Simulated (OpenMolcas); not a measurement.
## Ag2+: moving or changing the point charges

Ag2+ among 4 point charges of -1.5 e arranged as a tetrahedron (Td), 2.07 Å from the ion.

```json
{
 "Program": "OpenMolcas 26.06",
 "Method": "SS-CASPT2, IPEA 0.25 Eh, imaginary shift 0.1 Eh (closed shells correlated: 4s 4p)",
 "Basis": "ANO-RCC-VTZP [7s6p4d2f1g]",
 "Scalar Hamiltonian": "DKH2, point nucleus",
 "Active space": "9 electrons in 5 orbitals (4d)",
 "State averaging": "2S+1 = 2 even, 5 roots",
 "Spin-orbit coupling": "RASSI with atomic mean-field integrals over the reference wave functions"
}
```

Runs around this geometry, states (labels of Td). Energies in cm-1 above the lowest state or level, χT in cm3 K/mol; under a threefold ground state the first gap can be a small split of the lowest multiplet, not the spin-orbit step; 10Dq is the gap between the two states; 10Dq is negative for this site.

| R (Å) | q (e) | Ground state | First state of that spin | 10Dq | First gap with spin-orbit (degeneracies) | χT at 300 K |
| --- | --- | --- | --- | --- | --- | --- |
| 2.07 | -0.98 | 2T2 | 2E 1320 | -1322 | 700 (2, 4) | 1.078 |
| 1.91 | -1.5 | 2T2 | 2E 2620 | -2616 | 1170 (2, 4) | 0.807 |
| 2.07 | -1.5 | 2T2 | 2E 1960 | -1962 | 960 (2, 4) | 0.908 |
| 2.2 | -1.5 | 2T2 | 2E 1560 | -1556 | 800 (2, 4) | 1.005 |

Taking |10Dq| as R^-n, n = -ln(1556 / 2616) / ln(2.2 / 1.91) = 3.7 between the shortest and longest distance. The point-charge formula for a cubic d site gives n = 5.

Scaling the charges by -0.98 / -1.5 = 0.65 scales |10Dq| by 1322 / 1962 = 0.67; with fixed orbitals a first-order splitting would follow the charge.

Roots that are degenerate in the reference are averaged as groups; the widest CASPT2 spread within a group is 71 cm-1 (the 3-fold group of multiplicity 2 near 0 cm-1 above the lowest state of its run, R = 2.07, q = -0.98). Shifts and gaps below about the spread of the groups concerned are not significant. An orbital triplet at a regular site is open to Jahn-Teller coupling, which can distort the site and quench the lowest spin-orbit gaps and is left out. The ground term spreads over less than 5000 cm-1, several times less than with real ligands, so orbital moments are less quenched and χT lies further from the spin-only value than at real sites. Free-ion shares, where given, are those of the reference states; single-state CASPT2 does not remix them. This is an electrostatic model: the charges have no orbitals. No measured value stands beside these numbers.
